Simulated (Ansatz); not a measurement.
Reaction (SMILES): [Br][Y]([Br])[Br] → [Br][Y]([Br])[Br] as doublet, charge -1 (an electron is taken up)
Geometries: B3LYP-D3(BJ)/def2-TZVP minima from Ansatz (an electronic-structure program). [Br][Y]([Br])[Br] as doublet, charge -1: The spin state was set by rule; other spins were not relaxed.

Quantity: adiabatic electron affinity (electronic energy difference), positive where the reaction releases energy, in eV. Cores are frozen in the correlated levels unless marked. Open shells are spin-unrestricted. Spin-orbit coupling is left out. The frozen core is the preceding noble-gas configuration, with the filled d and f shells of earlier blocks. In def2 rows, elements after Kr have scalar-relativistic effective core potentials. STO-3G rows are all-electron and non-relativistic. Anions need diffuse functions: def2-D sets add few; the other sets have none. 

```
level                           program  adiabatic electron affinity (eV)
-----------------------  --------------  --------------------------------
HF/STO-3G                        Ansatz                             -2.41
PBE-D3(BJ)/def2-TZVPD    Ansatz + dftd3                              1.72
B3LYP-D4/def2-TZVPD      Ansatz + dftd4                              1.84
PBE0-D4/def2-TZVPD       Ansatz + dftd4                              1.74
PBE0/def2-TZVPD                  Ansatz                              1.74
HSE06-D3(BJ)/def2-TZVPD  Ansatz + dftd3                              1.73
HSE06-D4/def2-TZVPD      Ansatz + dftd4                              1.73
CAM-B3LYP/def2-TZVPD             Ansatz                              1.83
CCSD/def2-SVP                    Ansatz                              1.38
```
